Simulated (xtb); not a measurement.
Al(H)2(OH) (AlH3O), SMILES [AlH2][OH]. All values are semi-empirical tight-binding results from xtb (GFN2-xTB unless named), good for trends rather than for accurate numbers. The structure is a stationary point at GFN2-xTB.

For metal compounds this method's bond lengths and energies can be far off.

Computed properties:
The point group as xtb finds it comes out as C2v, the orbital gap is 5.07 eV and the zero-point energy comes out as 16.0 kcal/mol. The G − E(el) at 298.15 K (modified RRHO) is 1.4 kcal/mol.
